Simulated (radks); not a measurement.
Species: Te5+. Configuration: [Kr] 4d10 5p1 (not the ground configuration). Method: scalar-relativistic Kohn-Sham, PBEsol, spin-polarised, spherical densities, finite nucleus; open shells are filled with parallel spins first (spin-orbit coupling, left out, can overturn this in heavy ions); Fermi nuclear charge, rms radius 4.7423 fm; computed with a radial shooting solver on a logarithmic mesh with Libxc functionals.

Normalised radial functions P(r) = r R(r), r in bohr:

r         4s down    4p up  4p down
0.001106   0.0671   0.0014   0.0014
0.001463   0.0853   0.0023   0.0023
0.001936   0.1076   0.0037   0.0037
0.002562   0.1345   0.0061   0.0061
0.003389   0.1662   0.0099   0.0099
0.004485   0.2020   0.0162   0.0162
0.005934   0.2399   0.0263   0.0263
0.007851   0.2760   0.0424   0.0424
0.01039    0.3030   0.0673   0.0674
0.01374    0.3099   0.1050   0.1051
0.01819    0.2814   0.1594   0.1594
0.02406    0.2008   0.2328   0.2329
0.03184    0.0564   0.3222   0.3223
0.04179   -0.1387   0.4104   0.4106
0.05529   -0.3549   0.4702   0.4704
0.07316   -0.4975   0.4450   0.4452
0.0968    -0.4473   0.2762   0.2763
0.1281    -0.1294  -0.0539  -0.0539
0.1695     0.3690  -0.4555  -0.4558
0.2242     0.7411  -0.7062  -0.7066
0.2967     0.6149  -0.5521  -0.5524
0.3925    -0.0899   0.0600   0.0601
0.5194    -0.9491   0.8254   0.8259
0.6872    -1.3483   1.2586   1.2594
0.9093    -1.0966   1.1321   1.1327
1.193     -0.5830   0.6918   0.6912
1.579     -0.1918   0.2783   0.2761
2.089     -0.0364   0.0696   0.0682
2.765     -0.0035   0.0095   0.0092
3.658     -0.0001   0.0006   0.0006
4.84      0.0000   0.0000   0.0000
6.404     0.0000   0.0000   0.0000

4s down: eigenvalue -223.23 eV, 3 radial nodes at r = 0.0347, 0.138, 0.381 bohr, <r> = 0.763 bohr, 90 % of the charge inside 1.10 bohr. 4p up: eigenvalue -173.32 eV, 2 radial nodes at r = 0.123, 0.384 bohr, <r> = 0.818 bohr, 90 % of the charge inside 1.20 bohr. 4p down: eigenvalue -173.19 eV, 2 radial nodes at r = 0.123, 0.384 bohr, <r> = 0.817 bohr, 90 % of the charge inside 1.20 bohr.
